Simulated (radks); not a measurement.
Species: Sc II. Configuration: [Ar] 3d1 4s1.

Method: non-relativistic Kohn-Sham, LDA (Slater exchange, Perdew-Wang correlation), spin-polarised, spherical densities, point nucleus; open shells are filled with parallel spins first; hard spherical wall at 7 bohr; computed with a radial shooting solver on a logarithmic mesh with Libxc functionals.

Energy parts (hartree):
part                       energy
total                  -758.42883
kinetic                 757.35698
electron-nucleus      -1792.52315
Hartree                 313.50815
exchange-correlation    -36.77082

Orbitals (lengths in bohr, moments of r in powers of bohr; r(90%) holds 90 % of the orbital's charge):
orbital  occ.  eigenvalue (hartree)      <r>  r(90%)
1s up       1             -160.4349  0.07375   0.131
1s down     1             -160.4334  0.07375   0.131
2s up       1             -17.45862   0.3472   0.540
2s down     1             -17.44773   0.3471   0.540
2p up       3             -14.49138   0.3092   0.509
2p down     3             -14.48264   0.3090   0.509
3s up       1              -2.25151    1.084    1.63
3s down     1              -2.21876    1.083    1.62
3p up       3              -1.49642    1.172    1.81
3p down     3              -1.46275    1.169    1.80
3d up       1              -0.38775    1.682    2.93
3d down     0              -0.34754    1.654    2.88
4s up       1              -0.36961    3.173    4.57
4s down     0              -0.31893    3.218    4.65
4p up       0              -0.22817    3.547    5.01
4p down     0              -0.18187    3.615    5.09
4d up       0               0.00215    3.943    5.55
4d down     0               0.03653    4.030    5.60
5s up       0               0.09997    4.201    5.88
5s down     0               0.13040    4.195    5.90

The highest occupied level is 4s up at -10.058 eV. The pressure on the wall is 0.380 GPa. Summed over all electrons, <r^2> = 28.29 bohr^2, which gives a Langevin (diamagnetic) susceptibility term of -22.4 x 10^-6 cm^3/mol.
